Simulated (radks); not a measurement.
Values are calculated unless marked as measured or tabulated.
Polarisability of the rubidium ion Rb2+, [Ar] 3d10 4s2 4p5, at imaginary frequency. Level of theory: scalar-relativistic Kohn-Sham, LDA (Slater exchange, Perdew-Wang correlation), spin-polarised, spherical densities, finite nucleus; open shells are filled with parallel spins first (spin-orbit coupling, left out, can overturn this in heavy ions); Fermi nuclear charge, rms radius 4.2036 fm (a radial shooting solver on a logarithmic mesh with Libxc functionals). Response by self-consistent Sternheimer equations with the Hartree and adiabatic LDA kernel, the relativistic mass of each level held fixed and spin-orbit coupling left out.

w (hartree),alpha1(iw) (bohr^3)
0.00266,6.650
0.0143,6.648
0.0360,6.640
0.0697,6.614
0.118,6.547
0.186,6.402
0.280,6.113
0.413,5.593
0.605,4.756
0.892,3.613
1.35,2.360
2.12,1.297
3.59,0.6015
6.94,0.2325
17.5,0.05891

Static values: alpha1 = 6.650 bohr^3 (0.9854 angstrom^3; uncoupled 10.49). C6 = 33.14, triple-dipole C9 = 160.8 atomic units. One-pole (London) frequency 4 C6 / (3 alpha1^2) = 0.999 hartree, against 1.229 for minus the highest occupied eigenvalue.
